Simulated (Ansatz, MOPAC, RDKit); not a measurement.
Torsion S1–Se2–Ge3–H5 in GeH4SSe (SMILES S[Se][GeH3]); at each angle all else is relaxed with GFN2-xTB, and the levels are single points there.
Geometry at 60° (charge 0, multiplicity 1):
```xyz
7

S      2.287     0.460     0.203
Se     0.840    -0.918     1.101
Ge    -1.123     0.039     0.245
H      2.648    -0.314    -0.823
H     -1.106     0.025    -1.258
H     -2.289    -0.761     0.738
H     -1.259     1.464     0.694
```

On the grid 0° to 120°, 0° is the highest and 60° the lowest point at MP2/CBS(def2-TZVPP, def2-QZVPP) + ΔCCSD(T)/def2-TZVPP.

The state reached by PM6 isn't checked.

Run with Ansatz (Gaussian basis) for Hartree–Fock, density functionals and correlated methods; MOPAC for PM6 (differences of heats of formation); RDKit for the force fields. Each number belongs to the level named beside it.

Question: One of these levels gives 1.05 kcal/mol for the energy at 0° less that at 60°. Which?
(A) UFF
(B) PM6
(C) BLYP/def2-TZVPP

Answer: C, BLYP/def2-TZVPP. The others give 1.79 (UFF), 0.26 (PM6)

Ansatz is a quantum-chemistry and plane-wave program.
